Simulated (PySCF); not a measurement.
## Basis-set dependence of population analyses: `N#CC1([SiH3])CC1`

Compound: C4H7NSi.
SMILES with atom numbers: `[N:1]#[C:2][C:3]1([SiH3:4])[CH2:5][CH2:6]1` (hydrogens: H7, H8, H9 on Si4; H10, H11 on C5; H12, H13 on C6)

Geometry (PBE0-D3(BJ)/def2-SVP, Å), atoms numbered from 1 in this order:
```xyz
13
C4H7NSi angstrom
N      0.001    1.883    1.888
C     -0.012    0.982    1.158
C      0.014   -0.135    0.256
Si     1.719   -0.557   -0.441
C     -1.206   -0.362   -0.625
C     -0.963   -1.273    0.522
H      2.257    0.593   -1.224
H      2.658   -0.903    0.664
H      1.527   -1.737   -1.337
H     -2.015    0.369   -0.546
H     -1.024   -0.729   -1.639
H     -0.609   -2.289    0.326
H     -1.598   -1.175    1.405
```

PBE0 throughout (PySCF), one geometry, spherical d and f functions. Geometry: PBE0-D3(BJ)/def2-SVP; no solvent, vibrations or thermal averaging. Atoms taken as equivalent share a column and are averaged. The first 7 of 8 kinds of atom are listed.

Mulliken charges (e):

| basis | functions | N1 | C2 | C3 | Si4 | C5/C6 | H7/H8/H9 | H10/H13 |
| --- | --- | --- | --- | --- | --- | --- | --- | --- |
| STO-3G | 41 | -0.208 | +0.059 | -0.178 | +0.570 | -0.162 | -0.106 | +0.104 |
| 6-31G | 72 | -0.290 | +0.175 | -0.416 | +0.610 | -0.313 | -0.094 | +0.213 |
| pcSseg-0 | 72 | -0.378 | +0.186 | -0.704 | +0.620 | -0.361 | -0.037 | +0.281 |
| 6-31G* | 102 | -0.365 | +0.239 | -0.249 | +0.399 | -0.356 | -0.057 | +0.220 |
| cc-pVDZ | 123 | -0.141 | +0.002 | -0.338 | +0.298 | -0.002 | -0.034 | +0.075 |
| def2-SVP | 123 | -0.011 | -0.048 | -0.548 | +0.458 | -0.011 | -0.056 | +0.087 |
| aug-cc-pVDZ | 205 | -0.293 | -0.376 | +0.577 | -0.909 | +0.969 | +0.319 | -0.452 |
| 6-311+G(2d,p) | 212 | -0.309 | -0.276 | +0.524 | +0.323 | -0.351 | -0.045 | +0.145 |
| def2-TZVP | 234 | -0.013 | -0.328 | +0.132 | +0.156 | -0.252 | -0.008 | +0.149 |
| cc-pVTZ | 282 | -0.100 | -0.095 | -0.071 | +0.191 | -0.194 | -0.014 | +0.128 |
| IGLO-III | 289 | -0.309 | -0.038 | +0.029 | +0.757 | -0.268 | -0.152 | +0.143 |
| pcSseg-2 | 321 | -0.161 | +0.054 | -0.346 | +0.597 | -0.092 | -0.115 | +0.095 |

IAO charges (e):

| basis | functions | N1 | C2 | C3 | Si4 | C5/C6 | H7/H8/H9 | H10/H13 |
| --- | --- | --- | --- | --- | --- | --- | --- | --- |
| STO-3G | 41 | -0.172 | +0.064 | -0.293 | +0.655 | -0.249 | -0.113 | +0.150 |
| 6-31G | 72 | -0.250 | +0.121 | -0.266 | +0.478 | -0.268 | -0.070 | +0.172 |
| pcSseg-0 | 72 | -0.248 | +0.127 | -0.295 | +0.472 | -0.262 | -0.064 | +0.171 |
| 6-31G* | 102 | -0.257 | +0.129 | -0.296 | +0.607 | -0.255 | -0.104 | +0.166 |
| cc-pVDZ | 123 | -0.249 | +0.123 | -0.291 | +0.597 | -0.259 | -0.102 | +0.167 |
| def2-SVP | 123 | -0.247 | +0.122 | -0.297 | +0.617 | -0.249 | -0.108 | +0.162 |
| aug-cc-pVDZ | 205 | -0.267 | +0.134 | -0.292 | +0.600 | -0.266 | -0.102 | +0.171 |
| 6-311+G(2d,p) | 212 | -0.269 | +0.137 | -0.303 | +0.633 | -0.266 | -0.110 | +0.172 |
| def2-TZVP | 234 | -0.267 | +0.136 | -0.306 | +0.642 | -0.266 | -0.112 | +0.172 |
| cc-pVTZ | 282 | -0.264 | +0.134 | -0.302 | +0.626 | -0.267 | -0.108 | +0.172 |
| IGLO-III | 289 | -0.269 | +0.137 | -0.305 | +0.640 | -0.267 | -0.112 | +0.172 |
| pcSseg-2 | 321 | -0.268 | +0.137 | -0.305 | +0.640 | -0.266 | -0.112 | +0.172 |

Hirshfeld charges (e):

| basis | functions | N1 | C2 | C3 | Si4 | C5/C6 | H7/H8/H9 | H10/H13 |
| --- | --- | --- | --- | --- | --- | --- | --- | --- |
| STO-3G | 41 | -0.190 | +0.021 | -0.045 | +0.373 | -0.032 | -0.073 | +0.034 |
| 6-31G | 72 | -0.229 | +0.062 | -0.061 | +0.298 | -0.057 | -0.064 | +0.060 |
| pcSseg-0 | 72 | -0.225 | +0.055 | -0.053 | +0.322 | -0.059 | -0.065 | +0.056 |
| 6-31G* | 102 | -0.239 | +0.069 | -0.061 | +0.302 | -0.055 | -0.066 | +0.061 |
| cc-pVDZ | 123 | -0.226 | +0.064 | -0.063 | +0.322 | -0.061 | -0.069 | +0.060 |
| def2-SVP | 123 | -0.232 | +0.070 | -0.063 | +0.329 | -0.064 | -0.070 | +0.060 |
| aug-cc-pVDZ | 205 | -0.238 | +0.069 | -0.080 | +0.333 | -0.073 | -0.065 | +0.067 |
| 6-311+G(2d,p) | 212 | -0.240 | +0.066 | -0.083 | +0.338 | -0.067 | -0.066 | +0.066 |
| def2-TZVP | 234 | -0.240 | +0.070 | -0.076 | +0.329 | -0.068 | -0.066 | +0.066 |
| cc-pVTZ | 282 | -0.238 | +0.071 | -0.072 | +0.326 | -0.068 | -0.066 | +0.065 |
| IGLO-III | 289 | -0.241 | +0.067 | -0.076 | +0.331 | -0.072 | -0.063 | +0.067 |
| pcSseg-2 | 321 | -0.240 | +0.072 | -0.078 | +0.334 | -0.072 | -0.067 | +0.067 |

ESP-fitted charges (e):

```
        basis  functions      N1      C2      C3     Si4   C5/C6  H7/H8/H9  H10/H13
       STO-3G         41  -0.459  +0.507  -0.261  +0.292  -0.244    -0.044   +0.130
        6-31G         72  -0.554  +0.614  -0.357  +0.344  -0.282    -0.063   +0.174
     pcSseg-0         72  -0.582  +0.695  -0.479  +0.393  -0.315    -0.063   +0.197
       6-31G*        102  -0.493  +0.478  -0.222  +0.251  -0.296    -0.043   +0.178
      cc-pVDZ        123  -0.463  +0.429  -0.181  +0.195  -0.267    -0.030   +0.162
     def2-SVP        123  -0.490  +0.482  -0.240  +0.253  -0.263    -0.043   +0.163
  aug-cc-pVDZ        205  -0.512  +0.475  -0.181  +0.229  -0.285    -0.039   +0.169
6-311+G(2d,p)        212  -0.504  +0.456  -0.166  +0.220  -0.294    -0.036   +0.174
    def2-TZVP        234  -0.502  +0.455  -0.161  +0.218  -0.291    -0.037   +0.172
      cc-pVTZ        282  -0.492  +0.446  -0.167  +0.228  -0.284    -0.040   +0.170
     IGLO-III        289  -0.505  +0.456  -0.165  +0.226  -0.285    -0.039   +0.170
     pcSseg-2        321  -0.516  +0.485  -0.203  +0.261  -0.287    -0.046   +0.172
```

Some averages cover members that differ in this geometry, most widely: H7/H8/H9, Mulliken in cc-pVDZ -0.053 to -0.025; H7/H8/H9, Mulliken in pcSseg-2 -0.133 to -0.106; H7/H8/H9, Mulliken in 6-31G* -0.074 to -0.048 e.

Problem. Which scheme is steadiest as the basis changes?

Solution. Largest range over the bases for any column: Hirshfeld 0.07 e, IAO 0.18 e, ESP-fitted 0.32 e, Mulliken 1.67 e. Hirshfeld charges move least and Mulliken charges most, counted in e. Without the minimal STO-3G basis the ranges are Hirshfeld 0.04, IAO 0.17, ESP-fitted 0.32, Mulliken 1.67 e.

Problem. How much do the charges still move between the two largest bases, IGLO-III and pcSseg-2?

Solution. At most, over all atoms: Mulliken 0.375 e, IAO 0.001 e, Hirshfeld 0.005 e, ESP-fitted 0.038 e.

Problem. What do the same runs give for the total energy, the frontier levels and the dipole moment?

Solution. 
| basis | energy (Eh) | HOMO (eV) | LUMO (eV) | μ (D) |
| --- | --- | --- | --- | --- |
| STO-3G | -494.5260 | -6.66 | 3.98 | 3.41 |
| 6-31G | -500.3356 | -8.39 | 0.49 | 4.14 |
| pcSseg-0 | -499.6192 | -8.76 | 0.39 | 4.26 |
| 6-31G* | -500.4310 | -8.28 | 0.45 | 4.11 |
| cc-pVDZ | -500.4633 | -8.36 | 0.42 | 3.97 |
| def2-SVP | -500.2095 | -8.47 | 0.40 | 4.02 |
| aug-cc-pVDZ | -500.4758 | -8.50 | -0.26 | 4.29 |
| 6-311+G(2d,p) | -500.5198 | -8.54 | -0.17 | 4.31 |
| def2-TZVP | -500.5385 | -8.51 | 0.08 | 4.26 |
| cc-pVTZ | -500.5347 | -8.48 | 0.14 | 4.19 |
| IGLO-III | -500.5424 | -8.53 | 0.11 | 4.31 |
| pcSseg-2 | -500.5450 | -8.53 | -0.06 | 4.30 |

The dipole is fixed by the density alone, so its range of 0.90 D shows that the density itself changes with the basis, not only its division among atoms.
